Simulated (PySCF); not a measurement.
Species: C₆H₈NO (doublet state).
Structure used (GFN2-xTB), in Å, numbered top down from 1:
```xyz
16
C6H8NO angstrom
C      2.3723    1.3686    0.3671
C      1.5538    0.3778    0.3251
C      0.2503    0.3326   -0.4892
C      0.0652   -1.0313   -1.1590
O     -0.5356   -1.8594   -0.1862
C     -1.4262   -1.0572    0.5592
C     -0.8998    0.3531    0.4935
N     -1.3813    1.2933    1.1673
H      2.4975    2.3476   -0.0311
H      1.7159   -0.5320    0.8902
H      0.2211    1.1691   -1.1881
H      1.0000   -1.5022   -1.4674
H     -0.5928   -0.9290   -2.0365
H     -1.4762   -1.4366    1.5812
H     -2.4375   -1.0829    0.1261
H     -0.9342    2.1974    1.0364
```

The hyperfine couplings belong to this conformer and change with its torsions.

The species is `[H]/[C]=C\[C@H]1COC/C1=N/[H]` [radical].

Method: UKS B3LYP, pcH-1 on C H N O, non-relativistic, mean-field spin-orbit, GIAO (PySCF 2.14.0). Isolated species at its GFN2-xTB geometry (one conformer only). The geometry wasn't refined by DFT: couplings that depend on bond lengths, twists or pyramidal angles can differ widely from those at the functional's own minimum. Stability of the SCF solution: not tested.

Task: Give the principal g shifts and their parts.

Result: 
| Δg (ppm) | 1 | 2 | 3 |
| --- | --- | --- | --- |
| relativistic mass correction | -148 | -148 | -148 |
| gauge correction | 34 | 8 | -38 |
| orbital Zeeman/spin–orbit | -376 | 24 | 573 |
| total | -490 | -116 | 387 |

So g = 2.00183, 2.00220, 2.00271 and g_iso = 2.00225; the tensor is rhombic: the two nearest values differ by 43 % of g3 − g1. Axes: g1 points within 2° of the C1–H9 bond and g2 points within 4° of the C2–C3 bond.

Task: Average each term over the three axes. Which is largest in size?

Result: The mass correction -148, the orbital-Zeeman/spin–orbit term 74 and the gauge correction 1 ppm, for a total of -73 ppm. The mass correction is the largest in size. The mass correction is the same along every axis, so the anisotropy comes from the other two: their spans along these axes are 72 (gauge) and 949 ppm (orbital Zeeman/spin–orbit).

Task: What are the electron Larmor frequencies g μB B/h along the three axes at 340 mT?

Result: 9.5262, 9.5279, 9.5303 GHz for g1, g2 and g3, a range of 4.2 MHz.

Task: In a frozen sample, at which fields do the three g values resonate at 9.5, 34, 94 and 263 GHz (hyperfine left aside), and which band first spreads them over more than twice a line width of 0.5 mT?

Result: 
```csv
band,GHz,B(g3) mT,B(g2) mT,B(g1) mT,spread mT
X,9.5,338.92,339.00,339.07,0.15
Q,34.0,1212.97,1213.27,1213.50,0.53
W,94.0,3353.51,3354.35,3354.97,1.47
J,263.0,9382.68,9385.04,9386.79,4.11
```

The spread grows in proportion to the frequency. W band is the first where it exceeds 1.0 mT.

Largest spin populations (Mulliken): C1 (+1.03), C2 (-0.17) and C3 (+0.08). No atom but C1 exceeds +0.15.

The HOMO–LUMO gaps are 5.75 eV among the α and 4.43 eV among the β orbitals.
